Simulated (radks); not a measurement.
Initial-state core-level shifts of the bromine ion Br2+ when its valence configuration changes from [Ar] 3d10 4s2 4p3. Method: scalar-relativistic Kohn-Sham, BLYP, spin-polarised, spherical densities, finite nucleus; open shells are filled with parallel spins first; Fermi nuclear charge, rms radius 4.1629 fm; computed with a radial shooting solver on a logarithmic mesh with Libxc functionals. Shifts are changes of the shell-averaged eigenvalues in eV (positive: less bound); the change of the density at the nucleus, which sets a Mossbauer isomer shift, is in e/bohr^3, on a base of 4.501e+04.

[
 {"valence": "3d9 4s2 4p4", "1s": "-16.311", "2s": "-17.976", "3s": "-13.797", "3p": "-13.576", "density at nucleus": "+18.517"},
 {"valence": "3d10 4s1 4p4", "1s": "-1.593", "2s": "-1.571", "3s": "-1.587", "3p": "-1.577", "density at nucleus": "-39.693"},
 {"valence": "3d10 4p5", "1s": "-3.378", "2s": "-3.320", "3s": "-3.334", "3p": "-3.317", "density at nucleus": "-80.444"},
 {"valence": "3d9 4p6", "1s": "-19.340", "2s": "-20.982", "3s": "-16.817", "3p": "-16.578", "density at nucleus": "-70.248"},
 {"valence": "3d8.5 4s0.5 4p6", "1s": "-26.907", "2s": "-29.450", "3s": "-22.931", "3p": "-22.592", "density at nucleus": "-40.828"},
 {"valence": "3d9.5 4s2 4p3.5", "1s": "-8.069", "2s": "-8.884", "3s": "-6.880", "3p": "-6.767", "density at nucleus": "+9.127"},
 {"valence": "3d9.5 4s0.5 4p5", "1s": "-10.473", "2s": "-11.258", "3s": "-9.262", "3p": "-9.136", "density at nucleus": "-53.825"},
 {"valence": "3d8.5 4s1.5 4p5", "1s": "-25.444", "2s": "-27.991", "3s": "-21.467", "3p": "-21.137", "density at nucleus": "+5.564"},
 {"valence": "3d10 4s1.5 4p3.5", "1s": "-0.801", "2s": "-0.789", "3s": "-0.797", "3p": "-0.793", "density at nucleus": "-19.732"}
]
